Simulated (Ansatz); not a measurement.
TiF+, multiplicity 3 (lowest of 2S+1 = 1, 3, 5, 7 at CCSD(T)/def2-TZVPP on PBE0 minima; our sources give no spin for the ground state, which may be another), most abundant isotopes (47.9479 and 18.9984 u). Constants from fifth-degree fits in 1/R to seven points on the lowest solution found; no spin–orbit coupling, no relativity up to Kr; ω_e x_e and α_e move by some per cent with the fit.

Correlated levels freeze the inner cores; with def2 sets outer-core shells near the valence are correlated too.

Run with Ansatz (Gaussian basis) for Hartree–Fock, density functionals and correlated methods. 

```csv
level,r_e (Å),ω_e (cm⁻¹),ω_e x_e (cm⁻¹),α_e (cm⁻¹)
PBE/def2-TZVPP,1.7385,753.1,3.42,0.00260
CCSD(T)/def2-TZVPP,1.7541,752.1,3.01,0.00235
```

**Question.** Derive the rotational constants, the centrifugal constant, the fundamental, the zero-point energy and the force constant.

**Answer.** 
μ = 13.60693 u.
- PBE/def2-TZVPP: B_e = 16.8576/(μ r_e²) = 0.40990 cm⁻¹; B₀ = B_e − α_e/2 = 0.40860 cm⁻¹; D = 4B_e³/ω_e² = 4.86e-07 cm⁻¹; fundamental ω_e − 2ω_e x_e = 746 cm⁻¹; zero-point energy ω_e/2 − ω_e x_e/4 = 376 cm⁻¹; k = μ(2πcω_e)² = 455 N/m
- CCSD(T)/def2-TZVPP: B_e = 16.8576/(μ r_e²) = 0.40263 cm⁻¹; B₀ = B_e − α_e/2 = 0.40146 cm⁻¹; D = 4B_e³/ω_e² = 4.62e-07 cm⁻¹; fundamental ω_e − 2ω_e x_e = 746 cm⁻¹; zero-point energy ω_e/2 − ω_e x_e/4 = 375 cm⁻¹; k = μ(2πcω_e)² = 454 N/m

Ansatz is a quantum-chemistry and plane-wave program.
